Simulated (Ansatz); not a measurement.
Reaction (ligand exchange at the Si–O bond): `[OH][GeH2][O][SiH](O)O` + HBr → `O[SiH](O)Br` + `[OH][GeH2][OH]`

Calculated with Ansatz (gas phase, PBE0-D4/def2-TZVP geometries, no zero-point term in ΔE). CBS: MP2 limit from def2 TZ/QZ plus the TZ coupled-cluster correction, frozen cores. Functionals use def2-TZVPP. B3LYP here is the variant with VWN-RPA as its local correlation; programs differ in this. For Br, Ge outer-core shells are correlated without core-valence functions, which leaves a few kJ/mol of doubt a bond. Scalar relativity is left out up to krypton. One conformer a species, not always the lowest.

Task: Is it downhill or uphill in electronic energy at CCSD(T)/CBS, and by how much? (An estimate is asked.)

Result: The calculation gave: Uphill: ΔE = +0.41 eV.

Task: What do these levels give: PBE0-D4, ωB97M-V, r2SCAN, B3LYP, SCS-MP2/def2-TZVPP, CCSD(T)/def2-TZVPP? (Estimate.)

Result: Ansatz gave: PBE0-D4 0.33, ωB97M-V 0.41, r2SCAN 0.36, B3LYP 0.37, SCS-MP2/def2-TZVPP 0.44, CCSD(T)/def2-TZVPP 0.48 eV.

Largest T1 diagnostic among the species: 0.012.

The D4 term adds +0.07 eV with B3LYP and +0.04 eV with PBE0; it sums over pairs of atoms, weighted by their polarisabilities, and B3LYP, whose exchange is more repulsive, gets the larger term. From PBE to PBE0 (25 % exact exchange), in def2-TZVPP and without D4, ΔE moves by +0.05 eV.
